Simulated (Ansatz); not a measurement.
C3H9AlS, SMILES `CCC[S][AlH2]`. Total charge 0; spin multiplicity 1.

```xyz
14

C    -2.130    0.199   -0.142
C    -0.768    0.255    0.531
C     0.315    0.719   -0.423
S     1.945    0.917    0.384
Al    2.780   -1.073    0.181
H    -2.123   -0.487   -0.993
H    -2.899   -0.142    0.555
H    -2.429    1.184   -0.512
H    -0.797    0.926    1.394
H    -0.500   -0.733    0.919
H     0.071    1.702   -0.833
H     0.408    0.030   -1.266
H     4.202   -1.349    0.812
H     1.924   -2.150   -0.609
```

**Question.** Give the diagnostics of a CCSD(T)/def2-TZVPP run (frozen core, the Gaussian-basis code of Ansatz). (An estimate is asked.)

**Answer.** Computed: T1 = 0.0104, largest single amplitude 0.023, largest double 0.024, (T) share of the correlation energy 3.9 %, 9 CCSD cycles. The RHF solution is stable towards an unrestricted one. T1 lies under the customary mark of 0.02 for closed shells.
